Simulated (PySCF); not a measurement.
Compound: methanetetracarbonitrile, C5N4.
SMILES with atom numbers: `[N:1]#[C:2][C:3]([C:4]#[N:5])([C:6]#[N:7])[C:8]#[N:9]`

The same species was optimised twice, with GFN2-xTB and with PBE0-D3(BJ)/def2-SVP (PySCF), and the same property calculations (PySCF, gas phase) were run on both structures.

```csv
coordinate,GFN2-xTB,PBE0-D3(BJ)/def2-SVP,change
C2–C3 (Å),1.464,1.481,+0.017
C3–C4 (Å),1.464,1.481,+0.017
C3–C6 (Å),1.464,1.481,+0.017
C3–C8 (Å),1.464,1.481,+0.017
C4≡N5 (Å),1.138,1.154,+0.016
C6≡N7 (Å),1.138,1.154,+0.016
C8≡N9 (Å),1.138,1.154,+0.016
N1≡C2 (Å),1.138,1.154,+0.016
C2–C3–C6 (°),109.6,109.5,-0.1
C4–C3–C6 (°),109.4,109.5,+0.1
C3–C4–N5 (°),179.9,180.0,+0.1
C4–C3–C8 (°),109.5,109.5,0.0
C2–C3–C4 (°),109.5,109.5,0.0
N1–C2–C3 (°),179.9,179.9,0.0
C6–C3–C8 (°),109.4,109.4,0.0
C2–C3–C8 (°),109.4,109.4,0.0
```

Rotational constants: A = 1575, B = 1572, C = 1570 MHz (GFN2-xTB) against A = 1535, B = 1533, C = 1532 MHz (PBE0-D3(BJ)/def2-SVP). Point groups within 0.08 Å: Td and Td. Atoms that the bonding makes alike are paired by their places after alignment.

On the GFN2-xTB structure: isotropic polarisability (au) 67.5 [B3LYP/def2-SVPD]; HOMO (eV) -11.25 [B3LYP/def2-SVPD]; LUMO (eV) -2.18 [B3LYP/def2-SVPD]; HOMO (eV) -11.51 [PBE0/pcSseg-1]; LUMO (eV) -1.92 [PBE0/pcSseg-1]; GIAO shielding of N1/N5/N7/N9 (mean) (ppm) -55.7 [PBE0/pcSseg-1]; GIAO shielding of C2/C4/C6/C8 (mean) (ppm) 79.1 [PBE0/pcSseg-1]; GIAO shielding of C3 (ppm) 171.5 [PBE0/pcSseg-1].

Q: What do these properties become on the PBE0-D3(BJ)/def2-SVP structure?

A: 
```json
{"property": "isotropic polarisability (au)", "level": "B3LYP/def2-SVPD", "on GFN2-xTB": "67.5", "on PBE0-D3(BJ)/def2-SVP": "69.2", "change": "+1.7"}
{"property": "HOMO (eV)", "level": "B3LYP/def2-SVPD", "on GFN2-xTB": "-11.25", "on PBE0-D3(BJ)/def2-SVP": "-11.16", "change": "+0.09"}
{"property": "LUMO (eV)", "level": "B3LYP/def2-SVPD", "on GFN2-xTB": "-2.18", "on PBE0-D3(BJ)/def2-SVP": "-2.33", "change": "-0.15"}
{"property": "energy, GFN2-xTB geometry as zero (kcal/mol)", "level": "B3LYP/def2-SVPD", "on GFN2-xTB": "0.0", "on PBE0-D3(BJ)/def2-SVP": "-2.6", "change": "-2.6"}
{"property": "HOMO (eV)", "level": "PBE0/pcSseg-1", "on GFN2-xTB": "-11.51", "on PBE0-D3(BJ)/def2-SVP": "-11.42", "change": "+0.09"}
{"property": "LUMO (eV)", "level": "PBE0/pcSseg-1", "on GFN2-xTB": "-1.92", "on PBE0-D3(BJ)/def2-SVP": "-2.09", "change": "-0.17"}
{"property": "energy, GFN2-xTB geometry as zero (kcal/mol)", "level": "PBE0/pcSseg-1", "on GFN2-xTB": "0.0", "on PBE0-D3(BJ)/def2-SVP": "-1.0", "change": "-1.0"}
{"property": "GIAO shielding of N1/N5/N7/N9 (mean) (ppm)", "level": "PBE0/pcSseg-1", "on GFN2-xTB": "-55.7", "on PBE0-D3(BJ)/def2-SVP": "-62.6", "change": "-6.9"}
{"property": "GIAO shielding of C2/C4/C6/C8 (mean) (ppm)", "level": "PBE0/pcSseg-1", "on GFN2-xTB": "79.1", "on PBE0-D3(BJ)/def2-SVP": "76.8", "change": "-2.3"}
{"property": "GIAO shielding of C3 (ppm)", "level": "PBE0/pcSseg-1", "on GFN2-xTB": "171.5", "on PBE0-D3(BJ)/def2-SVP": "165.7", "change": "-5.8"}
```

The heavy atoms differ by 0.025 Å rms after alignment (one structure mirrored). Among bonds between heavy atoms N1≡C2, C2–C3, C3–C4, C3–C6, C3–C8, C4≡N5, C6≡N7 and C8≡N9 change most and about equally (+0.016 to +0.017 Å). Changes are differences of the printed values. Neither structure is proved a minimum here.
